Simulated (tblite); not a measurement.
Compound: CH₈Ge₂O₂P (doublet state).
Atom-mapped SMILES: `[CH3:1][O:2][Ge:3]([PH2:4])[O:5][GeH3:6]` (hydrogens: H7, H8, H9 on C1; H10, H11 on P4; H12, H13, H14 on Ge6)

Computed with GFN2-xTB (tblite), gas phase: L-BFGS steps from a force-field or distance-geometry start until the largest atomic force falls under 0.01 eV/Å.

Step 1: E = -564.5560 eV
```
atom  x, y, z in Å  |  force x, y, z in eV/Å
C1      2.1679   -0.7979   -0.6993    0.183  -0.198  -0.199
O2      1.7911    0.5671   -0.6527    0.026  -0.330  -0.110
Ge3     0.2906    0.6830    0.3397    0.247  -0.137   0.993
P4     -0.0747    2.8923    0.9350   -0.626   1.332  -0.001
O5     -1.1174    0.1285   -0.6691   -0.501  -0.626   0.060
Ge6    -1.8523   -1.1966    0.2691   -0.372  -0.368   0.013
H7      2.3432   -1.1879    0.3209   -0.061  -0.023  -0.375
H8      3.0953   -0.8779   -1.2619    0.064   0.054  -0.087
H9      1.3871   -1.3911   -1.2050    0.282   0.007   0.166
H10    -1.4209    2.6242    1.3626    0.634   0.052  -0.418
H11    -0.4291    3.2832   -0.3838   -0.093  -0.230   0.433
H12    -0.8118   -2.3206    0.4802   -0.304   0.348  -0.033
H13    -2.3229   -0.6562    1.6474    0.206  -0.165  -0.487
H14    -3.0469   -1.7506   -0.5053    0.315   0.284   0.045
```

Step 2: E = -564.7447 eV
```
atom  x, y, z in Å  |  force x, y, z in eV/Å
C1      2.1795   -0.8101   -0.7127   -0.023   0.204   0.138
O2      1.7930    0.5491   -0.6590   -0.259  -0.041   0.150
Ge3     0.3045    0.6746    0.3949    0.062   0.218   0.305
P4     -0.1110    2.9664    0.9339    0.617   0.579   0.538
O5     -1.1458    0.0942   -0.6669    0.046  -0.316   0.458
Ge6    -1.8731   -1.2172    0.2700    0.018  -0.031  -0.027
H7      2.3396   -1.1890    0.3005    0.120  -0.211  -0.013
H8      3.0966   -0.8747   -1.2652    0.467  -0.031  -0.340
H9      1.4033   -1.3897   -1.1949   -0.116  -0.356  -0.225
H10    -1.3848    2.6270    1.3397   -0.320  -0.034  -0.157
H11    -0.4333    3.2703   -0.3586   -0.379   0.005  -0.472
H12    -0.8285   -2.3014    0.4783   -0.169   0.093   0.024
H13    -2.3115   -0.6651    1.6206    0.064  -0.113  -0.193
H14    -3.0292   -1.7348   -0.5026   -0.128   0.034  -0.186
```

Step 3: E = -564.7843 eV
```
atom  x, y, z in Å  |  force x, y, z in eV/Å
C1      2.1822   -0.8099   -0.7144   -0.016   0.097   0.020
O2      1.7896    0.5453   -0.6580   -0.266   0.007   0.185
Ge3     0.3080    0.6760    0.4097    0.024   0.268   0.190
P4     -0.1089    2.9890    0.9415    0.521   0.459   0.375
O5     -1.1506    0.0832   -0.6601    0.169  -0.186   0.469
Ge6    -1.8766   -1.2215    0.2699    0.031  -0.011  -0.040
H7      2.3406   -1.1922    0.2968    0.149  -0.212   0.017
H8      3.1028   -0.8744   -1.2702    0.326  -0.008  -0.255
H9      1.4048   -1.3945   -1.1961   -0.042  -0.299  -0.204
H10    -1.3828    2.6269    1.3332   -0.297  -0.013  -0.120
H11    -0.4395    3.2679   -0.3608   -0.312  -0.011  -0.367
H12    -0.8340   -2.2965    0.4783   -0.114   0.006   0.040
H13    -2.3085   -0.6684    1.6129    0.020  -0.091  -0.096
H14    -3.0278   -1.7314   -0.5048   -0.191  -0.005  -0.215
```

**Question.** Estimate the geometry and energy of step 4. (The exact step hangs on the optimiser's Hessian estimate; all steps are aligned on step 3, rigid shifts and turns removed.)

**Answer.** E = -564.8531 eV, largest force 0.631 eV/Å
```
atom  x, y, z in Å  |  force x, y, z in eV/Å
C1      2.1897   -0.8109   -0.7230   -0.023  -0.142  -0.078
O2      1.7742    0.5368   -0.6499   -0.171  -0.043   0.204
Ge3     0.3173    0.6872    0.4511   -0.044   0.332  -0.041
P4     -0.0949    3.0575    0.9653   -0.116   0.094  -0.206
O5     -1.1562    0.0532   -0.6309    0.464   0.222   0.365
Ge6    -1.8854   -1.2330    0.2682   -0.069  -0.058  -0.071
H7      2.3477   -1.2059    0.2881    0.186  -0.142  -0.090
H8      3.1218   -0.8731   -1.2865   -0.078   0.086  -0.024
H9      1.4105   -1.4120   -1.2030    0.166  -0.099  -0.136
H10    -1.3829    2.6270    1.3140    0.036   0.128  -0.042
H11    -0.4612    3.2605   -0.3713   -0.032  -0.038   0.093
H12    -0.8499   -2.2857    0.4797    0.047  -0.252   0.080
H13    -2.3011   -0.6787    1.5926   -0.114  -0.029   0.181
H14    -3.0302   -1.7233   -0.5166   -0.254  -0.061  -0.235
```

The energy changes by -0.0688 eV. The first-order estimate −F·Δx gives -0.1237 eV and the mean of the old and new forces, exact on a quadratic surface, -0.0680 eV. The step makes an angle of 40° with the force vector and moves no atom by more than 0.074 Å.

What follows is the cost of the whole relaxation. On Arm Neoverse V2, one thread, no GPU, on a shared host, this took 0.8 s of wall time.
